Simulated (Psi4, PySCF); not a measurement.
Psi4 was given this input:
```
memory 2 GB

molecule {
-1 1
C     0.00376299    0.16217920   -1.24958859
Cl   -0.00156201    0.00018286    0.61906895
H     0.88406358   -0.49140260   -1.51109367
H    -0.88008742   -0.48478128   -1.51554685
}

set {
  basis 6-311g**
  scf_type pk
  puream true
  d_convergence 1e-8
  dft_radial_points 99
  dft_spherical_points 590
}

energy('wb97x')
print_variables()
```

Q: Write the same job for PySCF.

A: This is not unique; one that fits is 
```python
from pyscf import gto, scf, dft

mol = gto.M(
    atom='''
C     0.003763    0.162179   -1.249589
Cl   -0.001562    0.000183    0.619069
H     0.884064   -0.491403   -1.511094
H    -0.880087   -0.484781   -1.515547
''',
    basis='6-311g**',
    charge=-1,
    spin=0,
    verbose=4,
)

mf = dft.RKS(mol)
mf.xc = 'wb97x'
mf.grids.atom_grid = (99, 590)
mf.grids.prune = None
mf.kernel()
```

Both were run: Psi4 gave -499.457779 Eh and PySCF -499.457779 Eh, 0.000 mEh apart.
